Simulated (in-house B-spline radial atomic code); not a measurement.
Configurations of Ta8+, with energies counted from [Kr] 4d10 (4f5/2)6 (4f7/2)7 5s2 (5p1/2)2 (5p3/2)2. All numbers are computed (Dirac-Hartree-Fock, average of each configuration as written; Fermi nucleus of rms radius 5.3507 fm) with a radial B-spline atomic code at the basis-set limit, not measured. Energies include first-order Breit, QED and recoil terms.

Occupations are held fixed; configurations that lie above the ionisation limit could autoionise.

```json
{"configuration": "[Kr] 4d10 (4f5/2)5 (4f7/2)8 5s2 (5p1/2)1 (5p3/2)3", "E - E(ref) (eV)": "12.334", "highest orbital": "5p3/2", "its <r> (bohr)": "1.193"}
{"configuration": "[Kr] 4d10 (4f5/2)5 (4f7/2)8 5s2 (5p3/2)3 6s1", "E - E(ref) (eV)": "88.89", "highest orbital": "6s1/2", "its <r> (bohr)": "2.077"}
{"configuration": "[Kr] 4d10 (4f5/2)6 (4f7/2)7 5s2 (5p3/2)3 (6p1/2)1", "E - E(ref) (eV)": "98.317", "highest orbital": "6p1/2", "its <r> (bohr)": "2.26"}
{"configuration": "[Kr] 4d10 (4f5/2)6 (4f7/2)6 5s2 (5p1/2)2 (5p3/2)2 (6d5/2)1", "E - E(ref) (eV)": "99.116", "highest orbital": "6d5/2", "its <r> (bohr)": "2.775"}
{"configuration": "[Kr] 4d10 (4f5/2)5 (4f7/2)7 5s2 (5p3/2)4 (5g7/2)1", "E - E(ref) (eV)": "141.86", "highest orbital": "5g7/2", "its <r> (bohr)": "2.952"}
{"configuration": "[Kr] 4d10 (4f5/2)4 (4f7/2)8 5s2 (5p3/2)4 (8d3/2)1", "E - E(ref) (eV)": "159.54", "highest orbital": "8d3/2", "its <r> (bohr)": "6.3"}
{"configuration": "[Kr] (4d3/2)3 (4d5/2)6 (4f5/2)5 (4f7/2)8 5s2 (5p3/2)4 (9d5/2)1", "E - E(ref) (eV)": "385.35", "highest orbital": "9d5/2", "its <r> (bohr)": "8.595"}
```

Question: Order these further configurations by energy, lowest first.
A. [Kr] (4d3/2)4 (4d5/2)5 (4f5/2)6 (4f7/2)7 5s2 (5p3/2)4 6s1
B. [Kr] 4d10 (4f5/2)5 (4f7/2)8 5s2 (5p1/2)1 (5p3/2)2 (7g9/2)1
C. [Kr] 4d10 (4f5/2)6 (4f7/2)6 5s2 (5p1/2)2 (5p3/2)2 8s1
D. [Kr] 4d10 (4f5/2)6 (4f7/2)6 5s2 (5p1/2)2 (5p3/2)2 (7g9/2)1
E. [Kr] 4d10 (4f5/2)5 (4f7/2)7 5s2 (5p3/2)4 (9d5/2)1

Answer: C (123.64 eV), D (136.98 eV), B (145.06 eV), E (165.88 eV), A (301.95 eV).

Question: How far above the reference does [Kr] 4d10 (4f5/2)6 (4f7/2)7 5s2 (5p3/2)4 lie?

Answer: 22.655 eV; its least bound orbital is 5p3/2 with <r> = 1.193 bohr.

Question: How far above the reference does [Kr] 4d10 (4f5/2)4 (4f7/2)8 5s2 (5p1/2)2 (5p3/2)2 6s1 lie?

Answer: 72.426 eV; its least bound orbital is 6s1/2 with <r> = 2.065 bohr.

Question: How far above the reference does [Kr] 4d10 (4f5/2)5 (4f7/2)8 5s2 (5p1/2)1 (5p3/2)2 (8g7/2)1 lie?

Answer: 150.44 eV; its least bound orbital is 8g7/2 with <r> = 9.342 bohr.
